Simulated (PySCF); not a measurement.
C6H18Ge3Se3.
SMILES with atom numbers: `[CH3:1][Ge:2]1([CH3:3])[Se:4][Ge:5]([CH3:6])([CH3:7])[Se:8][Ge:9]([CH3:10])([CH3:11])[Se:12]1` (hydrogens: H13, H14, H15 on C1; H16, H17, H18 on C3; H19, H20, H21 on C6; H22, H23, H24 on C7; H25, H26, H27 on C10; H28, H29, H30 on C11)

Structure used (PBE0-D3(BJ)/def2-SVP), in Å, numbered top down from 1:
```xyz
30
C6H18Ge3Se3 angstrom
C     -2.1305   -2.7610   -2.0414
Ge    -1.2078   -1.6812   -0.7075
C     -2.0543   -1.8169    1.0413
Se     1.0111   -2.4970   -0.6348
Ge     2.1087   -0.5591    0.1784
C      2.5920    0.6080   -1.3039
C      3.6747   -1.2020    1.1439
Se     0.8278    0.5967    1.8053
Ge    -0.6992    1.7474    0.4041
C      0.0592    3.4248   -0.2377
C     -2.2872    2.0603    1.4898
Se    -1.2509    0.5314   -1.5494
H     -3.1724   -2.4216   -2.1365
H     -1.6309   -2.6757   -3.0159
H     -2.1233   -3.8157   -1.7277
H     -1.4815   -1.2433    1.7824
H     -3.0867   -1.4408    0.9863
H     -2.0657   -2.8747    1.3433
H      1.6937    0.8689   -1.8798
H      3.2923    0.0712   -1.9609
H      3.0733    1.5196   -0.9203
H      4.3157   -1.7811    0.4626
H      4.2451   -0.3468    1.5354
H      3.3689   -1.8466    1.9792
H      0.3018    4.0695    0.6198
H      0.9740    3.2363   -0.8149
H     -0.6712    3.9390   -0.8805
H     -2.0208    2.6299    2.3927
H     -3.0169    2.6364    0.9018
H     -2.7418    1.1063    1.7880
```

Method: PySCF 2.14.0, PBE0-D3(BJ)/def2-SVP geometry optimisation, gas phase.

Masses are those of the commonest isotopes; rigid-rotor values at the optimised geometry. The values belong to one conformer with, in the numbering `[CH3:1][Ge:2]1([CH3:3])[Se:4][Ge:5]([CH3:6])([CH3:7])[Se:8][Ge:9]([CH3:10])([CH3:11])[Se:12]1`, C1–Ge2–Se4–Ge5 155°, Ge2–Se4–Ge5–C6 -87°, Se4–Ge5–Se8–Ge9 -79°, Ge5–Se8–Ge9–C10 -85°.

What are A, B and C (GHz)?

Ia = 1820.16, Ib = 2019.59, Ic = 2957.32 u·Å²; 505379 MHz·u·Å²/I gives 277.7, 250.2 and 170.9 MHz, that is A = 0.2777, B = 0.2502, C = 0.1709 GHz.

Classify the top.

An asymmetric top. Ray's parameter κ = (2B − A − C)/(A − C) = 0.486; −1 is the prolate and +1 the oblate limit.

Is it planar, by Δ = Ic − Ia − Ib?

Not planar: Δ = Ic − Ia − Ib = -882.43 u·Å². For a rigid frame Δ = −2 Σ m c², so Σ m c² = 441.21 u·Å² lies off the ab plane: 65.62 from hydrogen and 375.59 from heavier atoms. The atom farthest from that plane is 2.97 Å away.

Give the other two planar moments, Paa and Pbb, and the rms extents of the mass along the axes.

Paa = Σ m a² = (Ib + Ic − Ia)/2 = 1578.38 and Pbb = Σ m b² = (Ia + Ic − Ib)/2 = 1378.94 u·Å². With the mass M = 551.65 u, the rms extents √(P/M) along a, b and c are 1.69, 1.58, 0.89 Å.

List the rotational levels J(Ka,Kc) to J = 3 (MHz).

Above 0(0,0):
J = 1: 1(0,1) 421, 1(1,1) 449, 1(1,0) 528
J = 2: 2(0,2) 1205, 2(1,2) 1211, 2(1,1) 1450, 2(2,1) 1532, 2(2,0) 1590
J = 3: 3(0,3) 2326, 3(1,3) 2326, 3(1,2) 2767, 3(2,2) 2795, 3(2,1) 2996, 3(3,1) 3160, 3(3,0) 3196

Which lines would a microwave search look for?

The dipole components are |μa| = 1.29 D, |μb| = 0.04 D, |μc| = 0.06 D. The squared components, which scale the intensities, stand as 1.00 : 0.00 : 0.00 (a : b : c). Some of the stronger lines:

```
type  branch         J(Ka,Kc)   MHz  lower level (cm⁻¹)
   a       R  1(0,1) ← 0(0,0)   421               0.000
   a       Q  4(1,3) ← 4(1,4)   637               0.126
   a       R  2(1,2) ← 1(1,1)   763               0.015
   a       R  2(0,2) ← 1(0,1)   784               0.014
   a       R  2(1,1) ← 1(1,0)   922               0.018
   a       R  3(1,3) ← 2(1,2)  1115               0.040
   a       R  3(0,3) ← 2(0,2)  1120               0.040
   a       R  3(2,2) ← 2(2,1)  1263               0.051
   a       R  3(1,2) ← 2(1,1)  1317               0.048
   a       R  3(2,1) ← 2(2,0)  1407               0.053
   a       R  4(1,4) ← 3(1,3)  1459               0.078
   a       R  4(0,4) ← 3(0,3)  1460               0.078
   a       R  4(2,3) ← 3(2,2)  1633               0.093
   a       R  4(1,3) ← 3(1,2)  1656               0.092
   a       R  4(3,2) ← 3(3,1)  1751               0.105
   a       R  4(2,2) ← 3(2,1)  1839               0.100
   a       R  4(3,1) ← 3(3,0)  1872               0.107
```

No frequency check. These are rigid-rotor constants of the computed structure; measured ground-state constants (B0) also hold zero-point vibration. A rigid rotor knows nothing of internal rotation, which can split or shift real lines.

The run took 23 min wall, 48 min CPU on Intel Xeon Platinum 8488C, 2 threads, on a shared host, and the process peaked at 4.0 GiB of memory. That covers the optimisation of the geometry.
